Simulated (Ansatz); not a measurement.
Correlation energies of CH5AlBF, SMILES `C[BH][AlH][F]` by basis set

```xyz
9

C     0.861   -0.041   -1.170
B     0.271   -0.570    0.167
Al   -1.092    0.473    1.431
F    -2.708    0.386    1.060
H     0.157   -0.467   -1.910
H     0.853    1.038   -1.333
H     1.838   -0.453   -1.435
H     0.572   -1.698    0.466
H    -0.753    1.333    2.724
```

The species carries charge 0 and has multiplicity 1. The structure was optimised at the PBE0-D4/def2-TZVP level. It is one conformer, not always the lowest. Frozen core, restricted reference, Ansatz. CBS rows extrapolate triple and quadruple zeta; past MP2 they add the triple-zeta difference.

```csv
basis,HF (Eh),MP2 corr.,CCSD corr.,(T),CCSD(T) total
def2-SVP,-406.65771,?,?,-0.01091,?
def2-TZVPP,-406.94226,-0.60247,?,-0.02021,?
def2-QZVPP,-406.95771,-0.65059,–,–,–
CBS(def2),?,-0.68624,-0.72472,as TZ,?
```

Fill in the withheld values. (Estimate.)

The calculation gave: def2-SVP MP2 corr.: -0.47250; def2-SVP CCSD corr.: -0.51623; def2-SVP CCSD(T) total: -407.18485; def2-TZVPP CCSD corr.: -0.64095; def2-TZVPP CCSD(T) total: -407.60342; CBS(def2) HF (Eh): -406.95984; CBS(def2) CCSD(T) total: -407.70477.
